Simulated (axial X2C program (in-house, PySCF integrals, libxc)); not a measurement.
Testing model relations on RbCl⁺

A bond curve at the CCSD(T) level, two-component, was computed with an in-house relativistic program for diatomic molecules (basis Rb dyall-cv3z [12s13p8d4f1g], Cl dyall-av3z [9s8p3d2f] (cores contracted in-house)) for the state Ω = 3/2 (⟨Sz⟩ = 0.50, ⟨Lz⟩ = 1.00 at HF). Its fit gives Re = 3.4477 Å, ωe = 78.3 cm⁻¹, ωexe = 1.4 cm⁻¹ and αe = 1.001e-03 cm⁻¹; the masses are 84.9118 and 34.9689 u. Two-component means X2C with spin–orbit coupling and atomic mean-field Coulomb and Gaunt terms.

Correlated methods: 15 electrons correlated (number of frozen shells: Rb 3 s, 2 p, 1 d; Cl 2 s, 1 p), 261 virtual spin orbitals or spinors in MP2, 90 natural virtuals in coupled cluster.

Question: Find the reduced mass, Be and the force constant.

Answer: From the CCSD(T) values: μ = 24.7686 u. Be = 16.8576/(μ Re²) = 0.05726 cm⁻¹. k = 5.8918×10⁻⁷ μ ωe² = 0.0895 mdyn/Å.

Question: Estimate the centrifugal constant by the Kratzer relation.

Answer: D = 4Be³/ωe² = 1.22e-07 cm⁻¹.

Question: A Morse curve ties αe to the other constants (Pekeris). How well does that hold?

Answer: αe(Morse) = 6Be²/ωe × (√(ωexe/Be) − 1) = 9.910e-04 cm⁻¹; the CCSD(T) curve gives 1.001e-03 cm⁻¹, a ratio of 0.99.

Question: Estimate De from a Morse curve and compare with the computed well depth of 0.165 eV to Rb+ + Cl.

Answer: De(Morse) = ωe²/(4ωexe) = 0.136 eV against 0.165 eV computed, a ratio of 0.82. The extrapolation falls short: long-range attraction (ionic or ion–induced dipole) or a change of character along the curve can cause this.

Question: Where do the fundamental and the first overtone lie?

Answer: ν(1←0) = ωe − 2ωexe = 75.5 cm⁻¹; ν(2←0) = 2ωe − 6ωexe = 148.2 cm⁻¹.

The state is a single determinant with fixed occupations, the lowest that a limited PBE0 search found. De is counted from the lowest determinant-based energies of the atoms at the same level, without counterpoise correction. CCSD and (T) use frozen natural virtuals with an MP2 correction for the truncation; (T) itself is uncorrected, so its De runs slightly low. Other states lie close and PBE0, whose exact exchange favours high spin, may order them wrongly; the determinant shown need not be the ground state. The nearest other 2c determinant of the search, Ω = 1/2, lies 0.07 eV up at the distance of the search. The bond is weak, and without diffuse functions and with truncated virtuals even CCSD(T) can be tens of per cent off in De.
